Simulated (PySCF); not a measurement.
As (arsenic, neutral) across methods

[Ar] 3d10 4s1 4p3 4d1, high-spin 6D determinant (an excited configuration). Calculation: PySCF 2.14, in aug-cc-pVQZ-PP with ECP10MDF; scalar relativity through the core potential.

```json
{"method": "UHF", "E (hartree)": "-330.74170", "mean ε 4s α (eV)": "-28.075", "mean ε 4p α (eV)": "-14.566", "mean ε 4d α (eV)": "-1.575", "Σ⟨r²⟩ (bohr²)": "60.15", "⟨S²⟩": "8.752"}
{"method": "wB97M-V", "E (hartree)": "-331.6724", "mean ε 4s α (eV)": "-24.623", "mean ε 4p α (eV)": "-13.099", "mean ε 4d α (eV)": "-1.510", "Σ⟨r²⟩ (bohr²)": "59.42", "⟨S²⟩": "8.751"}
{"method": "B97-3", "E (hartree)": "-331.8914", "mean ε 4s α (eV)": "-22.037", "mean ε 4p α (eV)": "-10.989", "mean ε 4d α (eV)": "-0.659", "Σ⟨r²⟩ (bohr²)": "60.88", "⟨S²⟩": "8.751"}
{"method": "wB97X", "E (hartree)": "-331.8735", "mean ε 4s α (eV)": "-24.600", "mean ε 4p α (eV)": "-13.164", "mean ε 4d α (eV)": "-1.659", "Σ⟨r²⟩ (bohr²)": "59.63", "⟨S²⟩": "8.751"}
{"method": "r2SCAN", "E (hartree)": "-331.7645", "mean ε 4s α (eV)": "-20.836", "mean ε 4p α (eV)": "-10.187", "mean ε 4d α (eV)": "-0.180", "Σ⟨r²⟩ (bohr²)": "60.40", "⟨S²⟩": "8.752"}
{"method": "MN15", "E (hartree)": "-332.3034", "mean ε 4s α (eV)": "-21.965", "mean ε 4p α (eV)": "-11.145", "mean ε 4d α (eV)": "-0.427", "Σ⟨r²⟩ (bohr²)": "58.88", "⟨S²⟩": "8.751"}
{"method": "PBE", "E (hartree)": "-331.8644", "mean ε 4s α (eV)": "-19.809", "mean ε 4p α (eV)": "-9.669", "mean ε 4d α (eV)": "-0.251", "Σ⟨r²⟩ (bohr²)": "60.80", "⟨S²⟩": "8.751"}
{"method": "LDA", "E (hartree)": "-331.3391", "mean ε 4s α (eV)": "-19.959", "mean ε 4p α (eV)": "-9.717", "mean ε 4d α (eV)": "-0.196", "Σ⟨r²⟩ (bohr²)": "60.33", "⟨S²⟩": "8.751"}
{"method": "PBE0", "E (hartree)": "-331.8438", "mean ε 4s α (eV)": "-22.035", "mean ε 4p α (eV)": "-11.015", "mean ε 4d α (eV)": "-0.630", "Σ⟨r²⟩ (bohr²)": "60.39", "⟨S²⟩": "8.751"}
```

Energies and moments cover only the electrons outside the core potential. The outer electron is Rydberg-like, and this basis confines it to a smaller radius and binds it less than a complete one would.
